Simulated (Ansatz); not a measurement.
Reaction (ligand exchange at the Si–C bond): `OC(F)[SiH3]` + `N=CS` → `[SiH3]/N=C\S` + `OCF`

Calculated with Ansatz (gas phase, PBE0-D4/def2-TZVP geometries, no zero-point term in ΔE). CCSD(T)/CBS is the MP2 limit (def2-TZVPP, def2-QZVPP) plus CCSD(T) − MP2 in def2-TZVPP, frozen cores. This one scheme is used for every species. Functionals use def2-TZVPP. One conformer a species, not always the lowest.

```csv
level,ΔE (kJ/mol)
PBE-D4,-66.1
ωB97X-V,-63.5
PBE,-63.9
r2SCAN,-70.6
PBE0,-66.4
CCSD/def2-TZVPP,-68.1
HF/def2-QZVPP,-76.0
MP2/def2-QZVPP,-76.2
```

(1) What does CCSD(T)/CBS give? (Estimate.)

Largest T1 diagnostic among the species: 0.015.

Answers

(1) Computed: -68.8 kJ/mol. The listed levels differ from it by 2.7, 5.3, 4.9, -1.8, 2.4, 0.7, -7.2, -7.4 kJ/mol.

The D4 term adds −3.5 kJ/mol with B3LYP and −2.0 kJ/mol with PBE0; it sums over pairs of atoms, weighted by their polarisabilities, and B3LYP, whose exchange is more repulsive, gets the larger term.

B3LYP here is the variant with VWN-RPA as its local correlation; programs differ in this.
